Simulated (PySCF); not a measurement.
SnF2, optimised at PBE/def2-SVP:

```xyz
3

Sn     0.0524     0.1118     0.1835
F      0.6855     0.2246    -1.6825
F     -1.0427    -1.5147    -0.0418
```

Energies from PySCF (xtb for GFN2), thermal terms from the rigid-rotor harmonic-oscillator model, ideal gas at 1 bar. All species are closed-shell singlets. Sn: scalar-relativistic def2 core potential, no spin-orbit coupling.

Task: List the harmonic frequencies (cm⁻¹, unscaled) at this level and at the other levels, each on its own geometry.

Result: 
- PBE/def2-SVP: 183, 587, 593
- GFN2-xTB: 110, 391, 405
- PBE0/def2-TZVP: 194, 589, 608
